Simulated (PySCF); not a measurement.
Cl₂Sc, neutral, multiplicity 2. Atoms are numbered in the order given.

```xyz
3

Sc     0.0000     0.0000     0.5571
Cl     0.0000    -2.1127    -0.3441
Cl     0.0000     2.1127    -0.3441
```
Charge 0, spin multiplicity 2.

The structure is a stationary point at B3LYP-D3(BJ)/def2-TZVP. The multiplicity is an assumed one; other spin states were not compared. The isomer is the one that the SMILES or the coordinates give; other isomers of the formula were not compared.

Method: B3LYP-D3(BJ)/def2-TZVP in PySCF.

Frequencies are harmonic and unscaled.

Computed normal modes with their intensities:
| mode | ν (cm⁻¹) | IR (km/mol) | moving atoms (share of kinetic energy) |
|---|---|---|---|
| 1 | 64 | 10.6 | Cl 62 %, Sc 38 % |
| 2 | 350 | 67.6 | Cl 77 %, Sc 23 % |
| 3 | 456 | 169.6 | Sc 57 %, Cl 43 % |
